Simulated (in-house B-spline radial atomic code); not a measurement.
The numbers below are computed, except where a source is named.
**W in an electron gas of r_s = 4: phase shifts, screening and friction**

A nucleus sits in a uniform electron gas with a rigid positive background. The Kohn-Sham equations are solved self-consistently in the spin-unpolarised LDA (PW92), non-relativistic, on B-splines with outgoing waves at the boundary and partial waves to l = 8. The model has no lattice, no bands and no magnetic solution. Atomic units; δ_l are the phase shifts at the Fermi level, counted so that each bound state adds π, and good to about 0.0005. Heavy atoms are models without relativity. A narrow, partly filled d or f resonance in a thin gas would split by spin, so such rows rest on a solution that is probably unstable.

The density parameter is r_s = 4 bohr.

```tsv
l	δ_l (rad)
0	15.9718
1	12.4592
2	8.2259
3	3.1082
4	-0.0007
5	-0.0001
6	-0.0003
7	-0.0004
8	-0.0004
```

Bound levels below the band bottom (hartree): p -14.1, d -8.488, s -2.01, f -1.159, p -1.123 and deeper ones.

Q: Check the Friedel sum rule, and say where the screening charge sits.

A: k_F = (9π/4)^(1/3)/r_s = 0.47979. The rule is Z = (2/π) Σ (2l + 1) δ_l. The terms are s 10.168, p 23.795, d 26.184, f 13.851 and -0.015 beyond, in all 73.983 against Z = 74. Bound states hold 10 s, 24 p, 20 d and 14 f electrons, so the scattering states carry 5.98 in all; where a term is smaller than its bound count, the bound level has drawn weight out of the band.

Q: Find the transport cross section and the electronic stopping of a 5 keV W ion (mass 183.84 u).

A: σ_tr = (4π/k_F²) Σ (l + 1) sin²(δ_l − δ_(l+1)). The terms for l = 0 to 3 are 0.1314, 1.5750, 2.5336, 0.0043, all together 4.2443, so σ_tr = 54.589 × 4.2443 = 231.694 bohr². With n = 3/(4π r_s³) = 0.00373, the friction coefficient is Q = n k_F σ_tr = 0.4147. For v well below v_F = 0.480, dE/dx = Q v; with 24801 eV per u at v = 1, v = √(5000/(24801 × 183.84)) = 0.0331, so dE/dx = 0.01373 hartree/bohr = 7.06 eV/nm. The largest term couples the d and f waves.
